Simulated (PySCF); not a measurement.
Mapped SMILES: `[CH3:1][Ge:2]([CH3:3])([CH3:4])[CH3:5]` (H(Xn): hydrogen on atom n).

Geometry: PBE0-D3(BJ)/def2-SVP; GIAO absolute shieldings from PySCF, gas phase, non-relativistic, averaged over equivalent atoms.

At PBE0/pcSseg-0 (85 basis functions, about 6 core-seconds):
| atoms | σ (ppm) |
| --- | --- |
| C1/C3/C4/C5 | 193.4 |
| Ge2 | 1548.5 |
| H(C1)/H(C3)/H(C4)/H(C5) | 32.77 |

Task: What do these become at PBE/pcSseg-1?

Result: 
```csv
atoms,σ at PBE/pcSseg-1,change
C1/C3/C4/C5,180.0,-13.4
Ge2,1261.0,-287.5
H(C1)/H(C3)/H(C4)/H(C5),31.09,-1.68
```

The largest change is at Ge2 (germanium bonded to 4 C). Cost: 169 basis functions, of the order of 40 core-seconds.

Relativistic effects, spin–orbit coupling among them, are left out; they matter for Ge and for the light atoms bonded to it.
